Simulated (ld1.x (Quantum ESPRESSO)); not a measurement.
Reading a pseudo-wave (beryllium)

Columns: radius, all-electron u(r) and pseudo u(r) of the 2p shell (level -2.02 eV) of beryllium in the configuration 1s2 2s2 2p0; PBE, scalar-relativistic, TM scheme, ld1.x (Quantum ESPRESSO) 7.5.

| r (bohr) | all-electron | pseudo |
| --- | --- | --- |
| 0.210 | 0.0454 | 0.0148 |
| 0.420 | 0.1301 | 0.0577 |
| 0.630 | 0.2182 | 0.1235 |
| 0.840 | 0.2975 | 0.2049 |
| 1.050 | 0.3640 | 0.2926 |
| 1.260 | 0.4194 | 0.3773 |
| 1.470 | 0.4639 | 0.4508 |
| 1.680 | 0.4964 | 0.5074 |
| 1.890 | 0.5178 | 0.5446 |
| 2.100 | 0.5293 | 0.5630 |
| 2.310 | 0.5324 | 0.5656 |
| 2.520 | 0.5286 | 0.5562 |
| 2.730 | 0.5192 | 0.5392 |
| 2.940 | 0.5055 | 0.5180 |
| 3.150 | 0.4887 | 0.4952 |
| 3.360 | 0.4695 | 0.4723 |
| 3.570 | 0.4490 | 0.4498 |
| 3.780 | 0.4276 | 0.4278 |
| 3.990 | 0.4060 | 0.4060 |
| 4.200 | 0.3844 | 0.3844 |
| 4.410 | 0.3631 | 0.3631 |
| 4.620 | 0.3423 | 0.3423 |
| 4.830 | 0.3221 | 0.3221 |
| 5.040 | 0.3026 | 0.3026 |
| 5.250 | 0.2838 | 0.2838 |
| 5.460 | 0.2658 | 0.2658 |

How many radial nodes do the two functions have?

The all-electron 2p function has n − l − 1 = 0; the pseudo-wave has 0.

At about which radius was the pseudo-wave matched?

4.20 bohr. The columns agree to 0.0005 from 3.78 bohr on; several derivatives are matched, so the curves merge somewhat inside the radius.

Where does each function peak?

Outermost all-electron maximum near 2.31 bohr, pseudo maximum near 2.31 bohr (to the table’s step).

Is the pseudo-wave norm-conserving?

Yes: the TM scheme keeps the norm inside the radius equal to the all-electron one, which fixes the energy derivative of the logarithmic derivative at the level.
